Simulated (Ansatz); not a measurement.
Two isomers of CH4FNSi: A = `F[SiH]1CN1`, B = `F/C=N/[SiH3]`.

Computed with Ansatz on PBE0-D4/def2-TZVP structures; ΔE is electronic, products minus reactants. CBS: MP2 limit from def2 TZ/QZ plus the TZ coupled-cluster correction, frozen cores. Functionals use def2-TZVPP.

Question: Which is lower in electronic energy at CCSD(T)/CBS, and by how much? (Best estimate.)

Answer: Computed: A, by 107.2 kJ/mol.

Question: Give E(B) − E(A) in kJ/mol with ωB97M-V, CCSD/def2-TZVPP, MP2/def2-TZVPP, PBE0-D4, CCSD(T)/def2-SVP, LDA (SPW92), B2PLYP. (Best estimate.)

Answer: Computed: ωB97M-V 101.8, CCSD/def2-TZVPP 98.0, MP2/def2-TZVPP 110.0, PBE0-D4 102.8, CCSD(T)/def2-SVP 57.0, LDA (SPW92) 109.9, B2PLYP 92.9. None reverses the order clearly.

Question: Does the order hold for the free energy at 298.15 K (harmonic terms from PBE0-D4)? (An estimate is asked.)

Answer: The calculation gave: Yes: G(B) − G(A) = +90.8 kJ/mol.

Largest T1 diagnostic: 0.014.

From BLYP to BHLYP (50 % exact exchange), in def2-TZVPP and without D4, E(B) − E(A) moves by +16.7 kJ/mol. In def2-TZVPP, CCSD(T) changes the Hartree–Fock value by +25.2 kJ/mol (the triples alone add −1.6 kJ/mol) and MP2 by +38.7 kJ/mol.
